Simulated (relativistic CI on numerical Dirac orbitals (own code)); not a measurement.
## Hyperfine structure of I15+, mass number 127

Calculated at this level of theory: Dirac-Coulomb-Breit CI, orbitals from a KLI potential per configuration, model QED (radiative potential, 1s self-energy scaled to tabulated hydrogen-like ionisation energies), unscaled Slater integrals (own radial code, finite nucleus).

Configuration list (outside the closed core [Ar] 3d10): 4s2.4p6.4d2, 4s2.4p5.4d3, 4s2.4p6.4d.4f, 4s.4p6.4d3, 4s2.4p6.4d.5s, 4s2.4p5.4d2.4f, 4s2.4p6.4d.5p, 4s.4p6.4d2.4f, 4s2.4p6.4f.5s, 4s2.4p6.4d.5d, 4s2.4p6.4f2, 4s2.4p5.4f3, 4s2.4p6.5s2, 4s2.4p5.4f.5s2, 4s2.4p6.4f.5p, 4s2.4p5.4f2.5p. Double excitations out of closed p, d and f shells are left out; levels of such configurations are missing from the list, as are those of other unlisted configurations, and high levels can miss mixing partners. These lack a partner that the ground configuration has and come out too high: 4s.4p6.4d2.4f.

Nuclear spin I = 5/2, μ = 2.8087 μN, Q = -0.688 b (tables of Stone and Pyykkö). The electronic factors are computed for point nuclear moments, without core polarisation or the Bohr-Weisskopf and QED corrections.

```csv
Level,E (eV),A (MHz),B (MHz)
4s2.4p6.4d2 3F_2,0.0000,5560,-698
4s2.4p6.4d2 3F_3,1.8875,3295,-1050
4s2.4p6.4d2 3F_4,3.4777,2786,-1940
4s2.4p6.4d2 3P_1,4.7183,-18.34,-1040
4s2.4p6.4d2 1G_4,6.6965,3106,-5470
4s2.4p6.4d2 3P_2,6.9341,2327,1720
4s2.4p5.4d3 5D°_1,77.5682,9883,-7050
```

Levels with J = 0, under 50 % of one LS term, or S terms without an open s electron are left out. Small factors come from cancelling terms and can be off by tens of per cent or more.

At this charge energies of transitions that change n are usually good to better than 1 %, and those within a shell (Δn = 0) to a few per cent. Terms inside the open d or f shell come out 10 to 20 % too wide with unscaled integrals. Levels and lines within the n = 5 or 6 shells can be off by up to 10 % or somewhat more, and those that change n by about 2 %, since core polarisation is missing.

Give the hyperfine levels of 4s2.4p6.4d2 3F_2 relative to its centre of gravity.

With K = F(F + 1) − I(I + 1) − J(J + 1), E = AK/2 + B[¾K(K + 1) − I(I + 1)J(J + 1)]/[2I(2I − 1)J(2J − 1)]: F = 1/2: -39410, F = 3/2: -30750, F = 5/2: -16510, F = 7/2: 3077, F = 9/2: 27630 MHz.

LS names give the leading component of a level, which can be under half, so a name can repeat, a term be missing and a line seem to break the LS rules.
